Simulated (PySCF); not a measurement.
Isomers of C5H11N3Si, one GFN2-xTB conformer each. Single-point energies are computed at PBE0/pcSseg-1 (PySCF, gas phase, no added dispersion term), electronic only.

```json
{"SMILES": "CC(C)n1nncc1[SiH3]", "GFN2-xTB relative energy (kcal/mol)": "5.8"}
{"SMILES": "Cc1cnn([SiH](C)C)n1", "GFN2-xTB relative energy (kcal/mol)": "0.0"}
```

Conformers: `[CH3:1][CH:2]([CH3:3])[n:4]1[n:5][n:6][cH:7][c:8]1[SiH3:9]` with C1–C2–N4–N5 -60°; `[CH3:1][c:2]1[cH:3][n:4][n:5]([SiH:6]([CH3:7])[CH3:8])[n:9]1` with N4–N5–Si6–C7 -93°.

**Question.** What does PBE0/pcSseg-1 give for the same structures?

**Answer.** 
```json
{"SMILES": "Cc1cnn([SiH](C)C)n1", "PBE0/pcSseg-1 E (Eh)": "-650.32413", "PBE0/pcSseg-1 (kcal/mol)": "0.0", "GFN2-xTB (kcal/mol)": "0.0", "point group": "C1"}
{"SMILES": "CC(C)n1nncc1[SiH3]", "PBE0/pcSseg-1 E (Eh)": "-650.26859", "PBE0/pcSseg-1 (kcal/mol)": "34.8", "GFN2-xTB (kcal/mol)": "5.8", "point group": "–"}
```

Both levels put the same isomer lowest. 

**Question.** Which frontier levels, dipoles and rotational constants go with these structures?

**Answer.** 
```tsv
SMILES	HOMO (eV, PBE0/pcSseg-1)	LUMO (eV)	dipole (D)	A, B, C (MHz)
Cc1cnn([SiH](C)C)n1	-7.31	0.03	0.40	3038, 821.2, 731.7
CC(C)n1nncc1[SiH3]	-7.49	-0.41	4.18	1753, 1227, 862.3
```
